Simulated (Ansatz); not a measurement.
`[SiH3][SiH2]BCl` → B• + Cl• + 6 H• + 2 Si•  (atomization)

Program: Ansatz. Geometries: PBE0-D4/def2-TZVP. ΔE: electronic, gas phase. CCSD(T)/CBS adds triple-zeta CCSD(T) − MP2 to the extrapolated MP2 energy (def2 sets, frozen cores). This one scheme is used for every species, atoms too. DFT in def2-TZVPP. B3LYP here is the variant with VWN-RPA as its local correlation; programs differ in this. No spin–orbit coupling; open shells (•) take unrestricted orbitals. Spin–orbit coupling would lower the free atoms: a little for B, Cl, Si. Each species was taken in one conformer, which may not be the lowest.

`[SiH3][SiH2]BCl`:

Z-matrix (Å, degrees):
```
Si
Si 1 2.348
H 1 1.488 2 110.1
H 1 1.487 2 110.6 3 -120.2
H 1 1.487 2 109.7 3 119.5
B 2 2.005 1 105.8 3 -58.7
H 2 1.489 1 108.6 3 -179.5
H 2 1.490 1 108.4 3 61.7
Cl 6 1.741 2 120.0 1 -88.2
H 6 1.194 2 123.7 1 87.5
```

| level | ΔE (kJ/mol) |
| --- | --- |
| BLYP-D4 | 2970.6 |
| B3LYP-D4 | 3006.4 |
| CAM-B3LYP-D4 | 3011.5 |
| revPBE | 2898.2 |

Question: What does CCSD(T)/CBS give? (An estimate is asked.)

Answer: Computed: +3002.5 kJ/mol. The listed levels differ from it by -31.9, 3.9, 9.0, -104.3 kJ/mol.

Question: What do rigid-rotor, harmonic-oscillator terms from PBE0-D4/def2-TZVP frequencies (298.15 K, 1 bar) make of the CCSD(T)/CBS value? (Best estimate.)

Answer: Computed: ΔZPE = -145.0 kJ/mol, ΔH = +2897.0 kJ/mol, ΔS = 980 J/(mol·K), ΔG = +2604.9 kJ/mol. Open shells count their whole term as degenerate. Modes under 50 cm⁻¹ make the entropy rough.

Largest T1 diagnostic among the species: 0.014.

In def2-TZVPP, CCSD(T) changes the Hartree–Fock value by +599.2 kJ/mol (the triples alone add +31.8 kJ/mol) and MP2 by +596.0 kJ/mol; breaking electron pairs costs correlation energy, which Hartree–Fock lacks. The D4 term adds +37.1 kJ/mol with B3LYP and +19.7 kJ/mol with PBE0; it sums over pairs of atoms, weighted by their polarisabilities, and B3LYP, whose exchange is more repulsive, gets the larger term. At CCSD(T), def2-SVP lies −174.5 kJ/mol from the extrapolated value and def2-TZVPP −71.9 kJ/mol: correlation converges slowly with the basis, and small sets miss more of it in the bonded molecule than in its fragments.

For atomizations the MP2-based limit and the directly extrapolated one differ by several kJ/mol either way, and by 10 to 25 for some Ge, Se and Sn compounds, so smaller differences from it don't rank the levels.
